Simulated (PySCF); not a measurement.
Molecule: CH₅Ge, charge 0, multiplicity 2. It need not be the lowest isomer of its formula. SMILES: [CH2][GeH3]
Coordinates optimised at B3LYP-D3(BJ)/def2-TZVP (Ansatz):
```
Ge
H 1 1.5391
H 1 1.5391 2 109.75
H 1 1.5445 2 108.10 3 117.68
C 1 1.9281 2 109.99 4 121.18
H 5 1.0828 1 121.98 2 151.66
H 5 1.0828 6 116.00 1 -177.81
```
Charge 0, spin multiplicity 2.

Dispersion corrections to the total energy (kcal/mol) from the dftd3 and dftd4 libraries through PySCF: D3(BJ) without and D4 with the three-body term, each with the damping fitted for the functional named.

```
functional  D3(BJ)     D4
----------  ------  -----
LC-wPBE      -2.13  -2.30
TPSS         -2.82  -2.78
BP86             ?  -2.72
PBE          -2.22      ?
CAM-B3LYP    -1.77  -1.73
HSE06        -1.47  -1.59
PBE0         -1.93      ?
```

Some entries are withheld; supply them.


- BP86, D3(BJ): -3.67
- PBE, D4: -2.06
- PBE0, D4: -1.72
